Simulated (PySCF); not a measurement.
Cyclooctatetraene, C8H8.
Numbering: `[CH:1]1=[CH:2]\[CH:3]=[CH:4]/[CH:5]=[CH:6]\[CH:7]=[CH:8]/1` (hydrogens: H9 on C1; H10 on C2; H11 on C3; H12 on C4; H13 on C5; H14 on C6; H15 on C7; H16 on C8)

Structure used (PBE0-D3(BJ)/def2-SVP), in Å, numbered top down from 1:
```xyz
16
C8H8 angstrom
C     -1.3240   -0.8426    0.2657
C     -0.3180   -1.7101    0.0722
C      0.8525   -1.5322   -0.7959
C      1.7328   -0.5193   -0.7756
C      1.7251    0.6423    0.1224
C      0.7198    1.5102    0.3149
C     -0.6004    1.4947   -0.3273
C     -1.4814    0.4824   -0.3468
H     -2.1654   -1.1750    0.8866
H     -0.4029   -2.6954    0.5477
H      1.0575   -2.3649   -1.4809
H      2.5997   -0.5893   -1.4454
H      2.6772    0.8516    0.6268
H      0.9144    2.3733    0.9643
H     -0.9177    2.4482   -0.7686
H     -2.4610    0.6739   -0.8029
```

Level: PBE0/pcSseg-1 and CAM-B3LYP/def2-SVPD in PySCF, non-relativistic, on one gas-phase PBE0-D3(BJ)/def2-SVP geometry that isn't relaxed in the solvent. The solvent is an IEF-PCM continuum (cavity from Bondi-type radii × 1.2). Specific hydrogen bonds and non-electrostatic terms are outside this model.

Gas phase at PBE0/pcSseg-1: HOMO -6.17 eV, LUMO -1.45 eV, dipole 0.00 D.

Task: What does the continuum do to the energy, the frontier levels and the dipole at PBE0/pcSseg-1 in water?

Result: 
```json
{"solvent": "water", "ε": "78.36", "E(solvent) − E(gas) (kcal/mol)": "-3.76", "polarisation term (kcal/mol)": "-4.21", "distortion of the solute (kcal/mol)": "0.45", "HOMO (eV)": "-6.28", "LUMO (eV)": "-1.52", "dipole (D)": "0.00"}
```

Polarisation term: ½ Σ q·V over the induced surface charges. Distortion: the rise of the solute's own energy as its density leaves the gas-phase optimum. Charge and dipole vanish, so a point-dipole model would give no lowering at all.

Task: Which Hirshfeld charges (PBE0/pcSseg-1) respond most in water (means over atoms taken as equivalent)?

Result: 
| atoms | environment | gas (e) | solvent (e) | change |
| --- | --- | --- | --- | --- |
| H9 (×8) | vinylic hydrogen | +0.046 | +0.053 | +0.007 |
| C1 (×8) | alkene CH carbon | -0.046 | -0.053 | -0.007 |

Gas phase at CAM-B3LYP/def2-SVPD: HOMO -7.39 eV, LUMO -0.33 eV, dipole 0.00 D.

Task: What does the continuum do to the energy, the frontier levels and the dipole at CAM-B3LYP/def2-SVPD in water?

Result: 
| solvent | ε | E(solvent) − E(gas) (kcal/mol) | polarisation term (kcal/mol) | distortion of the solute (kcal/mol) | HOMO (eV) | LUMO (eV) | dipole (D) |
| --- | --- | --- | --- | --- | --- | --- | --- |
| water | 78.36 | -3.29 | -3.78 | 0.49 | -7.45 | -0.36 | 0.00 |

Task: How does the static polarisability (CAM-B3LYP/def2-SVPD, frozen core, with the continuum's full static response) change?

Result: 
| medium | isotropic (au) | principal values (au) | ⟨r²⟩ of the electrons (bohr²) |
| --- | --- | --- | --- |
| gas | 92.1 | 65.4, 105.4, 105.5 | 845.1 |
| water | 132.8 | 93.8, 152.2, 152.3 | 843.2 |

The isotropic value in water is 1.44 times the gas-phase one; no cavity-field correction is applied. ⟨r²⟩ is taken about the centre of nuclear charge.
